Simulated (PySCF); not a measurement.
Species: C2H9AlS.
Bonds: C1–S2, S2–C3, S2–Al4. Hydrogens: H5, H6, H7 on C1; H8, H9, H10 on C3; H11, H12, H13 on Al4.

Method used: PySCF, PBE0-D3(BJ)/def2-SVP geometry optimisation, gas phase.

How far are the bound atoms from Al4?

4 atoms: H11 1.602 Å, H12 1.603 Å, H13 1.610 Å, S2 2.469 Å. The nearest atom not counted as bound is H6, at 3.23 Å (others tie with it).

List the angles at Al4.

```tsv
angle	degrees	distance of the outer atoms (Å)
H11–Al4–H12	119.7	2.77
H12–Al4–H13	117.5	2.75
H11–Al4–H13	117.4	2.75
S2–Al4–H11	98.6	3.14
S2–Al4–H12	98.6	3.14
S2–Al4–H13	96.1	3.09
```

Describe the arrangement about Al4 in numbers.

Angles from 96.1° to 119.7°; τ4 = (360° − α − β)/141° = 0.87 with α and β the two widest (0 for a square, 1 for a tetrahedron).

What are the other bond lengths?

C1–S2, S2–C3 1.804 Å; C1–H5 and 5 like bonds 1.099 Å.

Give some angles away from the centre.

C1–S2–C3 101.2°, C1–S2–Al4 100.6°.

What are the rotational constants (commonest isotopes, rigid rotor)?

A = 5549, B = 2803, C = 2228 MHz: an asymmetric top.

Point group: Cs (every atom within 0.08 Å of its image). Charge 0, singlet. No frequency check.
